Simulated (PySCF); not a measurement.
PySCF input for H₃Si₂, SMILES [SiH][SiH2] (connectivity only; charge and spin as stated), neutral, multiplicity 2, ωB97X-D3(BJ)/def2-TZVP. 

```python
import numpy as np
from pyscf import gto, scf, dft
from pyscf.geomopt import geometric_solver

mol = gto.M(
    atom='''
    Si    1.03943743   -0.56422828    0.06682906
    Si   -0.91563343    0.44224596   -0.05421692
    H     2.01098843    0.58961901    0.00545858
    H    -1.73710682    1.67275531   -0.16324800
    H    -2.00713761   -0.55462196   -0.01878062
    ''',
    basis='def2-TZVP',
    charge=0,
    spin=1,
    max_memory=1600,
    verbose=3,
)
mf = dft.UKS(mol, xc='wb97x-d3bj').density_fit(auxbasis='def2-universal-jkfit')
mf.grids.level = 3
mf.conv_tol = 1e-9
mf.max_cycle = 100
mf.kernel()
fine, coarse = mf.grids, dft.Grids(mol).set(level=1).build(with_non0tab=True)
for _ in range(3):  # follow internal instabilities
    mf.grids = coarse
    mo, _, stable, _ = mf.stability(return_status=True, nroots=4)
    mf.grids = fine
    if stable:
        break
    mf.kernel(mf.make_rdm1(mo, mf.mo_occ))
grad = mf.nuc_grad_method()
grad.grid_response = mol.nao <= 150
conv, mol_eq = geometric_solver.kernel(grad, convergence_set='GAU_TIGHT', maxsteps=100)
print(mol_eq.tostring(format='xyz'))
mf.reset(mol_eq)
mf.kernel()
```

It prints:

```

WARN: HOMO -0.1928211125889 >= LUMO -0.1928211125889

converged SCF energy = -580.735003042652  <S^2> = 0.75354712  2S+1 = 2.003544
<class 'pyscf.df.df_jk.DFUKS'> wavefunction is stable in the internal stability analysis
[banner and settings of the optimiser left out]
Geometry optimization cycle 1
Cartesian coordinates (Angstrom)
 Atom        New coordinates             dX        dY        dZ
  Si   1.039437  -0.564228   0.066829    0.000000  0.000000  0.000000
  Si  -0.915633   0.442246  -0.054217    0.000000  0.000000  0.000000
   H   2.010988   0.589619   0.005459    0.000000  0.000000  0.000000
   H  -1.737107   1.672755  -0.163248    0.000000  0.000000  0.000000
   H  -2.007138  -0.554622  -0.018781    0.000000  0.000000  0.000000

WARN: Mole.unit (angstrom) is changed to Bohr

converged SCF energy = -580.735003042739  <S^2> = 0.75354781  2S+1 = 2.0035447
--------------- DFUKS_Scanner gradients ---------------
         x                y                z
0 Si    -0.0171724122     0.0099305035    -0.0011781736
1 Si     0.0209223953    -0.0014444118     0.0008574159
2 H     0.0035200619    -0.0048778301     0.0004005897
3 H    -0.0082274033    -0.0087289246     0.0003274811
4 H     0.0009573227     0.0051206711    -0.0004073152
----------------------------------------------
cycle 1: E = -580.735003043  dE = -580.735  norm(grad) = 0.0322971
Step    0 : Gradient = 1.444e-02/2.099e-02 (rms/max) Energy = -580.7350030427
Hessian Eigenvalues: 2.30000e-02 2.67775e-02 5.00000e-02 ... 1.76076e-01 1.78372e-01 1.88941e-01

Geometry optimization cycle 2
Cartesian coordinates (Angstrom)
 Atom        New coordinates             dX        dY        dZ
  Si   1.094911  -0.597439   0.069000    0.055473 -0.033210  0.002171
  Si  -0.925336   0.368923  -0.052911   -0.009703 -0.073323  0.001305
   H   1.906670   0.679115  -0.000920   -0.104319  0.089496 -0.006378
   H  -1.595994   1.696908  -0.161326    0.141113  0.024152  0.001922
   H  -2.089701  -0.561738  -0.017801   -0.082563 -0.007116  0.000980
converged SCF energy = -580.740432399808  <S^2> = 0.75355965  2S+1 = 2.0035565
--------------- DFUKS_Scanner gradients ---------------
         x                y                z
0 Si    -0.0060096131     0.0030531592    -0.0003876190
1 Si     0.0124256152     0.0008031163     0.0002643471
2 H     0.0027182484    -0.0025340879     0.0002532960
3 H    -0.0070175667    -0.0025049055    -0.0000060764
4 H    -0.0021167020     0.0011827154    -0.0001239493
----------------------------------------------
cycle 2: E = -580.7404324  dE = -0.00542936  norm(grad) = 0.0166129
Step    1 : Displace = 1.058e-01/1.432e-01 (rms/max) Trust = 1.000e-01 (=) Grad = 7.430e-03/1.245e-02 (rms/max) E (change) = -580.7404323998 (-5.429e-03) Quality = 1.535
Hessian Eigenvalues: 2.30012e-02 2.67870e-02 4.99999e-02 ... 1.76624e-01 1.80648e-01 2.08260e-01

Geometry optimization cycle 3
Cartesian coordinates (Angstrom)
 Atom        New coordinates             dX        dY        dZ
  Si   1.141685  -0.619074   0.072483    0.046774 -0.021635  0.003482
  Si  -0.931461   0.285278  -0.047282   -0.006125 -0.083645  0.005630
   H   1.727173   0.780149  -0.012678   -0.179497  0.101034 -0.011758
   H  -1.389486   1.696347  -0.156242    0.206508 -0.000560  0.005084
   H  -2.157359  -0.556931  -0.020239   -0.067659  0.004807 -0.002438
converged SCF energy = -580.743326214656  <S^2> = 0.75356051  2S+1 = 2.0035573
--------------- DFUKS_Scanner gradients ---------------
         x                y                z
0 Si     0.0009791637    -0.0008432909     0.0000908349
1 Si     0.0009131070     0.0016457325    -0.0001071053
2 H     0.0001834129    -0.0005123501     0.0000382133
3 H    -0.0017257550    -0.0002340249    -0.0000215617
4 H    -0.0003499079    -0.0000560894    -0.0000003797
----------------------------------------------
cycle 3: E = -580.743326215  dE = -0.00289381  norm(grad) = 0.00294762
Step    2 : Displace = 1.411e-01/2.066e-01 (rms/max) Trust = 1.414e-01 (+) Grad = 1.318e-03/1.885e-03 (rms/max) E (change) = -580.7433262147 (-2.894e-03) Quality = 1.043
Hessian Eigenvalues: 2.30011e-02 2.67870e-02 4.99999e-02 ... 1.76652e-01 1.81209e-01 2.09457e-01

Geometry optimization cycle 4
Cartesian coordinates (Angstrom)
 Atom        New coordinates             dX        dY        dZ
  Si   1.152646  -0.616384   0.072574    0.010961  0.002690  0.000091
  Si  -0.932607   0.255904  -0.045163   -0.001146 -0.029374  0.002119
   H   1.679166   0.808366  -0.015778   -0.048007  0.028217 -0.003100
   H  -1.325437   1.685144  -0.154009    0.064048 -0.011203  0.002234
   H  -2.183217  -0.547259  -0.021582   -0.025857  0.009673 -0.001344
converged SCF energy = -580.743467965254  <S^2> = 0.75354832  2S+1 = 2.0035452
--------------- DFUKS_Scanner gradients ---------------
         x                y                z
0 Si     0.0007690910    -0.0001666581     0.0000382793
1 Si    -0.0005527875    -0.0001117579    -0.0000195229
2 H     0.0001705977     0.0001037004    -0.0000041411
3 H    -0.0000543117    -0.0001016461     0.0000109632
4 H    -0.0003325855     0.0002763478    -0.0000255763
----------------------------------------------
cycle 4: E = -580.743467965  dE = -0.000141751  norm(grad) = 0.00108632
Step    3 : Displace = 4.267e-02/6.469e-02 (rms/max) Trust = 2.000e-01 (+) Grad = 4.858e-04/7.879e-04 (rms/max) E (change) = -580.7434679653 (-1.418e-04) Quality = 0.917
Hessian Eigenvalues: 2.30007e-02 2.67863e-02 4.99999e-02 ... 1.80204e-01 1.85025e-01 2.02168e-01

Geometry optimization cycle 5
Cartesian coordinates (Angstrom)
 Atom        New coordinates             dX        dY        dZ
  Si   1.148419  -0.617493   0.072406   -0.004227 -0.001109 -0.000168
  Si  -0.931821   0.260596  -0.045359    0.000786  0.004692 -0.000196
   H   1.677112   0.806023  -0.015630   -0.002054 -0.002343  0.000148
   H  -1.327587   1.689345  -0.154407   -0.002150  0.004201 -0.000398
   H  -2.175572  -0.552698  -0.020969    0.007645 -0.005440  0.000614
converged SCF energy = -580.743474983469  <S^2> = 0.75354786  2S+1 = 2.0035447
--------------- DFUKS_Scanner gradients ---------------
         x                y                z
0 Si     0.0003303992    -0.0002591930     0.0000306464
1 Si    -0.0002713871     0.0002653949    -0.0000331042
2 H    -0.0001297851     0.0000209192    -0.0000057894
3 H     0.0000209362     0.0000984597    -0.0000027678
4 H     0.0000498600    -0.0001255871     0.0000110171
----------------------------------------------
cycle 5: E = -580.743474983  dE = -7.01821e-06  norm(grad) = 0.000606877
Step    4 : Displace = 5.685e-03/8.995e-03 (rms/max) Trust = 2.828e-01 (+) Grad = 2.714e-04/4.211e-04 (rms/max) E (change) = -580.7434749835 (-7.018e-06) Quality = 0.827
Hessian Eigenvalues: 2.29991e-02 2.67802e-02 4.99989e-02 ... 1.76717e-01 1.86995e-01 2.66996e-01

Geometry optimization cycle 6
Cartesian coordinates (Angstrom)
 Atom        New coordinates             dX        dY        dZ
  Si   1.147871  -0.616767   0.072267   -0.000548  0.000727 -0.000139
  Si  -0.931857   0.260302  -0.045255   -0.000036 -0.000294  0.000104
   H   1.679730   0.805569  -0.015519    0.002618 -0.000454  0.000111
   H  -1.328898   1.688523  -0.154429   -0.001311 -0.000822 -0.000022
   H  -2.176296  -0.551855  -0.021023   -0.000724  0.000843 -0.000054
converged SCF energy = -580.743476034528  <S^2> = 0.75354539  2S+1 = 2.0035422
--------------- DFUKS_Scanner gradients ---------------
         x                y                z
0 Si     0.0000560942    -0.0000436265     0.0000074390
1 Si    -0.0000243651     0.0000397487    -0.0000074587
2 H    -0.0000009432     0.0000072246    -0.0000016469
3 H    -0.0000180333     0.0000080758     0.0000014928
4 H    -0.0000127351    -0.0000114325     0.0000001744
----------------------------------------------
cycle 6: E = -580.743476035  dE = -1.05106e-06  norm(grad) = 8.98654e-05
Step    5 : Displace = 1.522e-03/2.606e-03 (rms/max) Trust = 3.000e-01 (+) Grad = 4.019e-05/7.145e-05 (rms/max) E (change) = -580.7434760345 (-1.051e-06) Quality = 1.063
Hessian Eigenvalues: 2.29871e-02 2.67567e-02 4.99877e-02 ... 1.76699e-01 1.84836e-01 2.55329e-01

Geometry optimization cycle 7
Cartesian coordinates (Angstrom)
 Atom        New coordinates             dX        dY        dZ
  Si   1.147783  -0.616689   0.072171   -0.000088  0.000078 -0.000096
  Si  -0.931838   0.260085  -0.045188    0.000019 -0.000217  0.000067
   H   1.679403   0.805722  -0.015507   -0.000327  0.000153  0.000012
   H  -1.328373   1.688404  -0.154449    0.000525 -0.000119 -0.000020
   H  -2.176427  -0.551749  -0.020986   -0.000131  0.000106  0.000037
converged SCF energy = -580.74347606204  <S^2> = 0.75354476  2S+1 = 2.0035416
--------------- DFUKS_Scanner gradients ---------------
         x                y                z
0 Si     0.0000049147    -0.0000015262     0.0000012083
1 Si    -0.0000041783    -0.0000001911    -0.0000017820
2 H     0.0000004110     0.0000017930    -0.0000001727
3 H     0.0000000351    -0.0000005568     0.0000014835
4 H    -0.0000012071     0.0000005004    -0.0000007398
----------------------------------------------
cycle 7: E = -580.743476062  dE = -2.75121e-08  norm(grad) = 7.53621e-06
Step    6 : Displace = 3.217e-04/5.198e-04 (rms/max) Trust = 3.000e-01 (=) Grad = 3.370e-06/5.286e-06 (rms/max) E (change) = -580.7434760620 (-2.751e-08) Quality = 1.070
Hessian Eigenvalues: 2.27436e-02 2.65225e-02 4.95857e-02 ... 1.76689e-01 1.84543e-01 2.64935e-01

Geometry optimization cycle 8
Cartesian coordinates (Angstrom)
 Atom        New coordinates             dX        dY        dZ
  Si   1.147740  -0.616708   0.072135   -0.000043 -0.000020 -0.000036
  Si  -0.931834   0.260121  -0.045167    0.000003  0.000036  0.000021
   H   1.679435   0.805671  -0.015500    0.000032 -0.000050  0.000006
   H  -1.328391   1.688431  -0.154470   -0.000017  0.000028 -0.000022
   H  -2.176400  -0.551744  -0.020955    0.000027  0.000005  0.000030
converged SCF energy = -580.743476063182  <S^2> = 0.75354459  2S+1 = 2.0035415
--------------- DFUKS_Scanner gradients ---------------
         x                y                z
0 Si    -0.0000008289     0.0000009778     0.0000012114
1 Si     0.0000005991     0.0000000107    -0.0000015845
2 H     0.0000006858     0.0000001548    -0.0000003760
3 H    -0.0000009284    -0.0000002265     0.0000014256
4 H     0.0000004373    -0.0000008676    -0.0000006765
----------------------------------------------
cycle 8: E = -580.743476063  dE = -1.14176e-09  norm(grad) = 3.31112e-06
Step    7 : Displace = 4.144e-05/4.472e-05 (rms/max) Trust = 3.000e-01 (=) Grad = 1.481e-06/1.764e-06 (rms/max) E (change) = -580.7434760632 (-1.142e-09) Quality = 2.618
Hessian Eigenvalues: 1.20649e-02 2.53499e-02 4.17853e-02 ... 1.76790e-01 1.84393e-01 3.21738e-01

Geometry optimization cycle 9
Cartesian coordinates (Angstrom)
 Atom        New coordinates             dX        dY        dZ
  Si   1.147703  -0.616756   0.072050   -0.000037 -0.000048 -0.000085
  Si  -0.931829   0.260141  -0.045123    0.000006  0.000020  0.000044
   H   1.679420   0.805618  -0.015482   -0.000014 -0.000054  0.000018
   H  -1.328331   1.688459  -0.154512    0.000060  0.000027 -0.000042
   H  -2.176411  -0.551693  -0.020890   -0.000011  0.000051  0.000065
converged SCF energy = -580.743476064578  <S^2> = 0.75354448  2S+1 = 2.0035413
--------------- DFUKS_Scanner gradients ---------------
         x                y                z
0 Si    -0.0000047096     0.0000028864    -0.0000007745
1 Si     0.0000037131    -0.0000010934     0.0000003985
2 H    -0.0000005250    -0.0000005134     0.0000006415
3 H    -0.0000001576    -0.0000002805     0.0000004901
4 H     0.0000017328    -0.0000010200    -0.0000007541
----------------------------------------------
cycle 9: E = -580.743476065  dE = -1.39619e-09  norm(grad) = 7.22213e-06
Step    8 : Displace = 5.206e-05/6.813e-05 (rms/max) Trust = 3.000e-01 (=) Grad = 3.230e-06/5.578e-06 (rms/max) E (change) = -580.7434760646 (-1.396e-09) Quality = 3.485
Hessian Eigenvalues: 1.08232e-02 2.52970e-02 4.01636e-02 ... 1.77872e-01 1.89605e-01 3.30224e-01

Geometry optimization cycle 10
Cartesian coordinates (Angstrom)
 Atom        New coordinates             dX        dY        dZ
  Si   1.147697  -0.616788   0.072034   -0.000006 -0.000032 -0.000016
  Si  -0.931832   0.260148  -0.045111   -0.000003  0.000007  0.000012
   H   1.679426   0.805584  -0.015493    0.000006 -0.000034 -0.000011
   H  -1.328300   1.688474  -0.154524    0.000032  0.000015 -0.000013
   H  -2.176441  -0.551648  -0.020863   -0.000030  0.000045  0.000028
converged SCF energy = -580.743476065623  <S^2> = 0.7535444  2S+1 = 2.0035413
--------------- DFUKS_Scanner gradients ---------------
         x                y                z
0 Si    -0.0000022869     0.0000016316     0.0000010814
1 Si     0.0000019492    -0.0000005617    -0.0000010508
2 H    -0.0000003727    -0.0000000142    -0.0000004650
3 H    -0.0000003440    -0.0000002425     0.0000011538
4 H     0.0000010038    -0.0000008041    -0.0000007213
----------------------------------------------
cycle 10: E = -580.743476066  dE = -1.04512e-09  norm(grad) = 4.28004e-06
Step    9 : Displace = 1.330e-05/1.760e-05 (rms/max) Trust = 3.000e-01 (=) Grad = 1.914e-06/3.010e-06 (rms/max) E (change) = -580.7434760656 (-1.045e-09) Quality = 5.755
Hessian Eigenvalues: 1.08232e-02 2.52970e-02 4.01636e-02 ... 1.77872e-01 1.89605e-01 3.30224e-01
Converged! =D

5
XYZ from PySCF
Si          1.14769724       -0.61678849        0.07203353
Si         -0.93183196        0.26014757       -0.04511104
H           1.67942633        0.80558373       -0.01549296
H          -1.32829967        1.68847363       -0.15452444
H          -2.17644098       -0.55164833       -0.02086278
converged SCF energy = -580.743476066027  <S^2> = 0.75354398  2S+1 = 2.0035408
```

The calculation finished and met its thresholds.

Cost: roughly 90 core-seconds.
